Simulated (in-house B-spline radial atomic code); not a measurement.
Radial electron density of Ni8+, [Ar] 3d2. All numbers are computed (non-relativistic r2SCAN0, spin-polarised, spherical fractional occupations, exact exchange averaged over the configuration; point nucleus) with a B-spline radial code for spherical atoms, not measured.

Columns: r (bohr), 4πr²n(r) (electrons per bohr), bar.

```
  0.0024   0.9471 #
 0.00286    1.311 ##
  0.0034    1.797 ##
 0.00405    2.459 ###
 0.00481    3.324 ####
 0.00572    4.468 #####
 0.00681    5.958 #######
 0.00809    7.829 #########
 0.00963    10.18 ############
  0.0115    13.08 ###############
  0.0136    16.27 ###################
  0.0162    19.99 #######################
  0.0193     23.9 ############################
  0.0229     27.6 ################################
  0.0273    30.85 ####################################
  0.0324    33.03 ######################################
  0.0385    33.83 #######################################
  0.0458     33.1 ######################################
  0.0545    31.12 ####################################
  0.0649    28.72 #################################
  0.0771    27.14 ###############################
  0.0917    27.49 ################################
   0.109    30.17 ###################################
    0.13     34.4 ########################################
   0.154     37.8 ############################################
   0.184    38.12 ############################################
   0.218    34.06 #######################################
    0.26    26.42 ##############################
   0.309    18.75 ######################
   0.367    14.29 ################
   0.437    14.16 ################
    0.52     16.3 ###################
   0.618    17.18 ####################
   0.735    14.85 #################
   0.874    10.15 ############
    1.04    5.353 ######
    1.24    2.095 ##
    1.47   0.6206 #
    1.75   0.1254 
    2.08  0.01739 
    2.47 0.001588
```

On this grid the curve has 3 maxima, near 0.0385, 0.184, 0.618 bohr.

The 3d up radial function P(r) = rR(r), positive near the nucleus:

```json
{"r (bohr)": "0.0193", "P": "0.001806"}
{"r (bohr)": "0.0273", "P": "0.004757"}
{"r (bohr)": "0.0385", "P": "0.01209"}
{"r (bohr)": "0.0545", "P": "0.02992"}
{"r (bohr)": "0.0771", "P": "0.07028"}
{"r (bohr)": "0.109", "P": "0.1542"}
{"r (bohr)": "0.154", "P": "0.3098"}
{"r (bohr)": "0.218", "P": "0.5587"}
{"r (bohr)": "0.309", "P": "0.8752"}
{"r (bohr)": "0.437", "P": "1.147"}
{"r (bohr)": "0.618", "P": "1.199"}
{"r (bohr)": "0.874", "P": "0.9324"}
{"r (bohr)": "1.24", "P": "0.4868"}
{"r (bohr)": "1.75", "P": "0.1501"}
{"r (bohr)": "2.47", "P": "0.02179"}
```
